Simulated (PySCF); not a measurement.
## Dipole polarisabilities along group 8, charge +2

Calculated with PySCF 2.14 for the ground configurations, without spin-orbit coupling: coupled response for Hartree-Fock and DFT. Mean α in bohr³, C₆ of like pairs in atomic units.

```csv
species,α UHF,α PBE,α PBE0,C₆ UHF,C₆ PBE,C₆ PBE0
"Fe²⁺ [Ar] 3d6 (aug-cc-pwCVTZ, non-relativistic)",3.086,3.918,3.617,8.830,11.43,10.50
"Ru²⁺ [Kr] 4d6 (aug-cc-pwCVTZ-PP with ECP28MDF, ECP)",7.471,8.605,8.192,39.41,46.22,43.77
"Os²⁺ [Xe] 4f14 5d6 (aug-cc-pwCVTZ-PP with ECP60MDF, ECP)",10.46,11.71,11.24,65.57,74.51,71.21
```
